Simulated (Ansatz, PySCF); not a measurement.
Gas-phase reaction in SMILES: C[SiH3] → [CH3] (CH3) + [SiH3] (SiH3) (the C-Si bond at the site shown breaks; other sites are not compared here)
Each molecule is optimised on its own at B3LYP-D3(BJ)/def2-TZVP (Ansatz, an electronic-structure program).

Wanted: bond dissociation energy (enthalpy at 298 K, with B3LYP-D3(BJ) rigid-rotor harmonic-oscillator terms from PySCF), in kcal/mol. Valence correlation only, unless marked. Open shells are spin-unrestricted. No spin-orbit coupling. No relativistic terms. CBS(X,Y): correlation extrapolated as X^-3; Hartree-Fock from the larger set. [CCSD(T)-MP2]/basis is that difference in the basis named.

```
level                                                                 program  bond dissociation energy (kcal/mol)
-------------------------------------------------------------  --------------  -----------------------------------
HF-D4/def2-TZVPD                                                PySCF + dftd4                                 65.6
PBE-D4/def2-TZVPD                                              Ansatz + dftd4                                  ___
BLYP-D4/def2-TZVPD                                             Ansatz + dftd4                                 83.3
BP86/def2-TZVPD                                                         PySCF                                  ___
M06-L/def2-TZVPD                                                        PySCF                                 88.2
BHLYP-D4/def2-TZVPD                                            Ansatz + dftd4                                 83.7
r2SCAN0-D4/def2-TZVPD                                          Ansatz + dftd4                                  ___
PW6B95/def2-TZVPD                                                       PySCF                                 87.4
M06-2X/def2-TZVPD                                                       PySCF                                  ___
RPA@PBE/cc-pV(T+d)Z                                                    Ansatz                                 83.5
CCSD/def2-SVPD                                                         Ansatz                                 81.8
CCSD/cc-pwCVTZ                                                         Ansatz                                 84.6
RI-MP2/CBS(def2-TZVPPD,def2-QZVPPD)+[CCSD(T)-MP2]/def2-TZVPPD          Ansatz                                 88.8
```

**Question.** What belongs in the gaps?

**Answer.** 
- PBE-D4/def2-TZVPD, bond dissociation energy (kcal/mol): 86.2
- BP86/def2-TZVPD, bond dissociation energy (kcal/mol): 83.6
- r2SCAN0-D4/def2-TZVPD, bond dissociation energy (kcal/mol): 81.5
- M06-2X/def2-TZVPD, bond dissociation energy (kcal/mol): 87.1
